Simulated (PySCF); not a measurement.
Excitation energy of Ir+ by level of theory

Ir+ [Xe] 4f14 5d7 6s1 (5F) → Ir+ [Xe] 4f14 5d8 (3F), as a difference of total energies. Computed with PySCF 2.14 in ANO-RCC-VTZP (8s7p5d3f1g, 84 functions), with scalar relativity by spin-free X2C-1e. Correlated levels: valence: [Xe] 4f14 frozen. The calculations carry no spin-orbit coupling.

```
           method  excitation energy (eV)
              UHF                   0.835
    MP2 (valence)                   0.221
SCS-MP2 (valence)                  -0.108
   CCSD (valence)                   0.267
CCSD(T) (valence)                   0.192
```

Q: How much does correlation contribute at CCSD(T) (valence)?

A: 0.192 − (0.835) = -0.643 eV, measured against UHF.

Errors of the correlated levels include the incompleteness of this basis and the frozen core.

For comparison: 0.362 eV (measured; NIST levels, between the centres of gravity of the two terms).
